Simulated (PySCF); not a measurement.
Static response to an electric field

Compound: C10H8.
Cartesian coordinates in Å at the PBE0-D3(BJ)/def2-SVP level; atoms count from 1:
```xyz
18
C10H8 angstrom
C     -1.1122    3.4674   -0.0124
C     -0.5180    2.4087   -0.0050
C      0.2088    1.1779    0.0027
C      1.6140    1.2230   -0.0017
C      2.3612    0.0535    0.0079
C      1.7095   -1.1818    0.0176
C      0.3221   -1.2371    0.0206
C     -0.4601   -0.0725    0.0201
C     -1.9267   -0.1186    0.0314
C     -2.6861   -1.1950    0.2695
H     -1.6374    4.4042   -0.0178
H      2.1069    2.1968   -0.0123
H      3.4522    0.1026    0.0025
H      2.2891   -2.1078    0.0156
H     -0.1741   -2.2095    0.0099
H     -2.4210    0.8380   -0.1643
H     -2.2638   -2.1769    0.5003
H     -3.7757   -1.1231    0.2506
```

Level: CAM-B3LYP/def2-SVPD (PySCF), static field, nuclei fixed, core orbitals frozen in the response. The polarisability tensor in these axes (au):

```
x   149.65  -3.39  -2.78
y    -3.39 151.83  -3.25
z    -2.78  -3.25  65.28
```

Question: Give the principal values, the mean and the anisotropy Δα = √{½[(α1 − α2)² + (α2 − α3)² + (α1 − α3)²]}.

Answer: Principal values 65.06, 147.39 and 154.31 au; mean 122.25 au = 18.12 Å³ = 20.16 × 10⁻⁴⁰ C²·m²/J; Δα = 86.00 au (70 % of the mean).

Question: What is the dipole moment, and where does it point?

Answer: (0.32, -0.47, 0.01) D, 0.57 D in size, pointing from the negative to the positive side. Measured along this direction, the outermost atoms are H11 at the negative end and H14 at the positive end.

Question: Along which axes do the principal values lie, and how far do the nuclei extend along each?

Answer: Largest value along (-0.58, 0.81, -0.01), where the nuclei span 7.58 Å; middle along (0.81, 0.58, -0.05), 6.72 Å; least along (0.03, 0.04, 1.00), 0.55 Å. The response follows the extents in order.

Question: Find the Langevin capture rate constant for NO+ (29.998 u) meeting this molecule (128.063 u), k = 2.342 × 10⁻⁹ cm³/s × √(α in Å³ / reduced mass in u).

Answer: The reduced mass is 24.30 u, so k = 2.02 × 10⁻⁹ cm³/s. The formula leaves out the permanent dipole, which adds to the capture rate.

Question: What are the principal values of the traceless quadrupole moment, Θ = ½Σq(3rr − r²1), about the centre of nuclear charge?

Answer: -12.46, 2.95, 9.52 D·Å. The values depend on the origin, since the dipole doesn't vanish. The electronic extent ⟨r²⟩ about the same centre is 1458 bohr², a root-mean-square distance of 2.45 Å for the 68 electrons.

Question: Orientational against electronic polarisability at 500 K (dilute gas, rigid molecules)?

Answer: In Gaussian units μ²/3kT = 1.58 Å³ against 18.12 Å³, a ratio of 0.09; the Debye molar polarisation (4π/3)N_A(α + μ²/3kT) is 49.7 cm³/mol, leaving out the vibrational part.

The structure is a single PBE0-D3(BJ)/def2-SVP conformer in the gas phase; no vibrational or solvent corrections.

These values come from a run that also computed excited states and ΔSCF ions. On Arm Neoverse V1, one thread, on a shared host, this took 6.2 min of wall time.
